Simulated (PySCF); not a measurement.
Compound: C9H12O.
Numbering: `[CH3:1][CH2:2][O:3][C@H:4]1[C@H:5]2[CH:6]=[CH:7][C@@H:8]1[CH:9]=[CH:10]2` (hydrogens: H11, H12, H13 on C1; H14, H15 on C2; H16 on C4; H17 on C5; H18 on C6; H19 on C7; H20 on C8; H21 on C9; H22 on C10)

Computed with PBE0-D3(BJ)/def2-SVP geometry optimisation, gas phase in PySCF.

Some entries are withheld. Bonds in one row agree within 0.01 Å.

```json
{"coordinate": "C1–C2", "value": "1.509 Å"}
{"coordinate": "C2–O3", "value": "1.402 Å"}
{"coordinate": "O3–C4", "value": "1.381 Å"}
{"coordinate": "C4–C5", "value": "?"}
{"coordinate": "C5–C6, C7–C8", "value": "?"}
{"coordinate": "C6=C7", "value": "?"}
{"coordinate": "C9=C10", "value": "?"}
{"coordinate": "C4–C8", "value": "?"}
{"coordinate": "C5–C10, C8–C9", "value": "1.526 Å"}
{"coordinate": "C1–H11, C1–H12, C1–H13", "value": "1.100 Å"}
{"coordinate": "C2–H14, C2–H15", "value": "1.109 Å"}
{"coordinate": "C4–H16", "value": "1.108 Å"}
{"coordinate": "C5–H17, C8–H20", "value": "1.097 Å"}
{"coordinate": "C6–H18, C7–H19", "value": "1.090 Å"}
{"coordinate": "C9–H21, C10–H22", "value": "1.090 Å"}
{"coordinate": "C1–C2–O3", "value": "?"}
{"coordinate": "C2–O3–C4", "value": "114.6°"}
{"coordinate": "O3–C4–C5", "value": "?"}
{"coordinate": "O3–C4–C8", "value": "?"}
{"coordinate": "C5–C4–C8", "value": "91.9°"}
{"coordinate": "C4–C5–C6", "value": "98.7°"}
{"coordinate": "C4–C5–C10", "value": "96.9°"}
{"coordinate": "C6–C5–C10", "value": "108.2°"}
{"coordinate": "C5–C6–C7", "value": "?"}
{"coordinate": "C8–C9–C10", "value": "107.2°"}
```

**Question.** Estimate the withheld lengths and angles.

**Answer.** 
- C4–C5 = 1.572 Å, drawn single (sp3 carbon bound to oxygen to sp3 carbon at a ring junction); 0.05 Å above the sum of covalent radii, 1.52 Å.
- C5–C6, C7–C8 = 1.530 Å, drawn single (sp3 carbon at a ring junction to alkene CH carbon); 0.04 Å above the sum of covalent radii, 1.49 Å.
- C6=C7 = 1.335 Å, drawn double (both ends alkene CH carbon); 0.12 Å below the sum of covalent radii, 1.46 Å.
- C9=C10 = 1.339 Å, drawn double (both ends alkene CH carbon); 0.12 Å below the sum of covalent radii, 1.46 Å.
- C4–C8 = 1.549 Å, drawn single (sp3 carbon bound to oxygen to sp3 carbon at a ring junction); 0.03 Å above the sum of covalent radii, 1.52 Å.
- C1–C2–O3 = 108.8°, at the sp3 carbon bound to oxygen; the outer atoms are 2.367 Å apart.
- O3–C4–C5 = 117.9°, at the sp3 carbon bound to oxygen; the outer atoms are 2.531 Å apart.
- O3–C4–C8 = 112.5°, at the sp3 carbon bound to oxygen; the outer atoms are 2.438 Å apart.
- C5–C6–C7 = 107.2°, at the alkene CH carbon, inside a 5-membered ring; the outer atoms are 2.308 Å apart.

Radii are Cordero's, carbon taken as 0.76, 0.73 or 0.69 Å for four, three, and two or fewer neighbours.

No PBE0-D3(BJ)/def2-SVP frequencies stand behind this structure, so it isn't proved a minimum. One conformer, not necessarily the lowest (C1–C2–O3–C4 175°, C2–O3–C4–C5 75°).
